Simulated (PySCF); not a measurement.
PySCF input for H2Te2, SMILES [TeH][TeH], C-PCM-PBE0/def2-SVP. Geometry optimised at B3LYP-D3(BJ)/def2-TZVP. The def2 effective core potentials stand for the cores of Te; spin–orbit coupling is left out.

```python
import numpy as np
from pyscf import gto, scf, dft
from pyscf.solvent import pcm

mol = gto.M(
    atom='''
    Te    1.36526950   -0.02496689   -0.02215653
    Te   -1.36526950    0.02496691   -0.02215650
    H     1.54855051    1.14461863    1.15213928
    H    -1.54855051   -1.14461975    1.15213816
    ''',
    basis='def2-SVP',
    ecp={'Te': 'def2-svp'},
    charge=0,
    spin=0,
    max_memory=1600,
    verbose=3,
)
mf = dft.RKS(mol, xc='pbe0').density_fit(auxbasis='def2-universal-jkfit')
mf.grids.level = 3
mf.conv_tol = 1e-9
mf.max_cycle = 100
mf.kernel()
res = {}
for name, eps in {'water': 78.355, '1-octanol': 9.8629, 'dimethylsulfoxide': 46.826}.items():
    s = mf.PCM()
    s.with_solvent.method, s.with_solvent.eps, s.with_solvent.lebedev_order = 'C-PCM', eps, 29
    s.kernel(mf.make_rdm1())
    res[name] = (s.e_tot, eps, s.dip_moment(), s.mo_energy, s.converged)
    print(f'{name}: electrostatic solvation free energy {(s.e_tot - mf.e_tot) * 627.509474:.3f} kcal/mol')
```

Log of the run:

```
converged SCF energy = -537.262050078193

WARN: PCM is an experimental feature. It is still in testing.
Features and APIs may be changed in the future.

converged SCF energy = -537.265588151731
Dipole moment(X, Y, Z, Debye):  0.00000, -0.00000,  0.72534
water: electrostatic solvation free energy -2.220 kcal/mol

WARN: PCM is an experimental feature. It is still in testing.
Features and APIs may be changed in the future.

converged SCF energy = -537.26524403629
Dipole moment(X, Y, Z, Debye):  0.00000, -0.00000,  0.68965
1-octanol: electrostatic solvation free energy -2.004 kcal/mol

WARN: PCM is an experimental feature. It is still in testing.
Features and APIs may be changed in the future.

converged SCF energy = -537.265554499806
Dipole moment(X, Y, Z, Debye):  0.00000, -0.00000,  0.72175
dimethylsulfoxide: electrostatic solvation free energy -2.199 kcal/mol
```

The run converged.
